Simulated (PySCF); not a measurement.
A compound of formula C20H25N has these computed shifts in ppm, with the number of atoms in brackets (GIAO B97-D/pcSseg-1, gas phase, PySCF SCF with an in-house response code, fitting set def2-universal-JFIT, grid level 2, non-relativistic, on the GFN2-xTB geometry; 13C, 1H against isolated TMS; 15N against isolated NH3).

1H: 7.05 (2), 7.00 (1), 6.95 (2), 6.58 (1), 6.49 (1), 3.05 (2), 2.89 (2), 2.83 (2), 2.81 (2), 2.80 (6), 2.14 (2), 2.11 (2)
13C: 150.9 (1), 140.2 (1), 140.1 (1), 139.1 (1), 132.9 (1), 132.8 (1), 131.5 (2), 129.9 (2), 128.9 (1), 120.4 (1), 46.7 (2), 42.8 (1), 42.6 (1), 42.5 (1), 36.1 (1), 35.2 (1), 33.9 (1)
15N: 66.8 (1)

(1) Which structure gave them?

Answers

(1) CN(C)c1cc2ccc1CCCc1ccc(cc1)CCC2. Other isomers were not compared.
